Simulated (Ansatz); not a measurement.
Stepwise reaction of `[OH][In]([Cl])[Cl]` with hydrogen, as a gas-phase model of exchange steps in deposition or etching. ΔE in kJ/mol; ΔG adds harmonic PBE0-D4 terms to CCSD(T)/CBS, at 1 bar.

Program: Ansatz. Geometries: PBE0-D4/def2-TZVP. ΔE: electronic, gas phase. CBS: MP2 limit from def2 TZ/QZ plus the TZ coupled-cluster correction, frozen cores. This one scheme is used for every species. DFT in def2-TZVPP. B3LYP here is the variant with VWN-RPA as its local correlation; programs differ in this. Elements past krypton have def2 core potentials. For In outer-core shells are correlated without core-valence functions, which leaves a few kJ/mol of doubt a bond. One conformer a species, not always the lowest.

```json
{"step": "1", "reaction": "`[OH][In]([Cl])[Cl]` + H₂ → `[OH][InH][Cl]` + HCl", "PBE-D4": "73.9", "B3LYP-D4": "76.4", "ωB97M-V": "74.1", "CCSD(T)/CBS": "79.6", "ΔG(400 K)": "73.9"}
```

Problem. Give the row of step 2, `[OH][InH][Cl]` + H₂ → `[OH][InH2]` + HCl. (Estimate.)

Solution. Ansatz gave: 
```json
{"step": "2", "reaction": "`[OH][InH][Cl]` + H₂ → `[OH][InH2]` + HCl", "PBE-D4": "103.6", "B3LYP-D4": "105.7", "ωB97M-V": "104.0", "CCSD(T)/CBS": "108.7", "ΔG(400 K)": "102.2"}
```

Problem. By hand: ΔE of the 2 steps together at CCSD(T)/CBS.

Solution. (79.6) + (108.7) = 188.3 kJ/mol, or 94.2 kJ/mol a step.

In ΔE each step is higher than the one before. All are uphill at CCSD(T)/CBS. ΔG lies between 73.9 and 102.2 kJ/mol a step. PBE-D4 differs from CCSD(T)/CBS by -5.7 to -5.1 kJ/mol a step. Isolated molecules leave out the surface, adducts and barriers. Largest T1 diagnostic: 0.017.
